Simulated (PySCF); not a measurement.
A structure optimised at PBE-D3(BJ)/def2-SVP, used in a PySCF frequency run:

```xyz
7

N     -1.0427    -2.1789     0.0000
Sn    -0.4037    -0.2307     0.0000
Cl    -1.2920     0.7919    -1.9206
Cl    -1.2920     0.7919     1.9206
Br     2.0776     0.1480     0.0000
H     -0.6522    -2.6580    -0.8265
H     -0.6522    -2.6580     0.8265
```

Question: Write its SMILES, formula and point group.

Answer: [NH2][Sn]([Cl])([Cl])[Br], BrCl2H2NSn, Cs

Question: What are its rotational constants (standard atomic weights)?

Answer: 1.2759, 0.80028, 0.66391 GHz
